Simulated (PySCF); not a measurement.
Compound: C6H5FN (doublet state).
Structure used (GFN2-xTB), in Å, numbered top down from 1:
```xyz
13
C6H5FN angstrom
C     -2.4593    0.4205    0.3333
C     -1.3446    0.8443   -0.1827
C     -0.0366    0.1830   -0.1009
C      0.0704   -1.1089    0.6393
C      1.0396    0.7427   -0.6882
F      0.9432    1.9148   -1.3604
C      2.3360    0.1851   -0.6653
N      3.3881   -0.2715   -0.6443
H     -2.8630   -0.3807    0.9041
H     -1.3327    1.7771   -0.7399
H     -0.2420   -0.9686    1.6735
H     -0.5917   -1.8474    0.1890
H      1.0883   -1.4899    0.6248
```

The hyperfine couplings belong to this conformer and change with its torsions.

Identity: `C(/C(C)=C(/C#N)F)=[C]/[H]` [radical].

Theory: UKS B3LYP, pcH-1 on C F H N, non-relativistic, mean-field spin-orbit, GIAO (PySCF 2.14.0). Geometry: GFN2-xTB, one conformer, isolated molecule. The geometry wasn't refined by DFT: couplings that depend on bond lengths, twists or pyramidal angles can differ widely from those at the functional's own minimum. The SCF solution wasn't tested for stability.

Computed for the main isotopes (class means, splittings of 0.05 mT or more): g = 2.0022; H10 1H +128.7 MHz (4.59 mT); H9 1H +27.7 MHz (0.99 mT); F6 19F -7.0 MHz (0.25 mT); H11/H12/H13 1H +2.1 MHz (0.08 mT); 32 first-order lines, 6.06 mT wide.

Problem. What changes when 1H at H10 is replaced by 2H?

Solution. Only the nuclear moment changes in this model. The ratio of g factors is 0.85744/5.58569 = 0.1535, so a goes from +128.7 to +19.8 MHz (0.705 mT). The spin goes from 1/2 to 1, so the 1:1 doublet becomes a 1:1:1 triplet. The spectrum then has 48 first-order lines over 2.88 mT.

Problem. Give position and intensity of the satellites from 13C at C1.

Solution. a = +331.0 MHz, or 11.81 mT in magnitude, and I = 1/2, so to first order each main line has two satellites, at ±5.91 mT. The isotope's abundance is about 1.07 %, shared among 2 lines, so each has 0.54 % of the main line's intensity. At 340 mT second-order shifts move them to lower field by up to 0.10 mT.

Problem. Where do the 13C satellites of C3 appear, and how strong are they?

Solution. a = +87.7 MHz, or 3.13 mT in magnitude, and I = 1/2, so to first order each main line has two satellites, at ±1.57 mT. The isotope's abundance is about 1.07 %, shared among 2 lines, so each has 0.54 % of the main line's intensity.

Class means assume fast exchange of nuclei equivalent by connectivity; if that motion is slow, each nucleus keeps its own coupling.
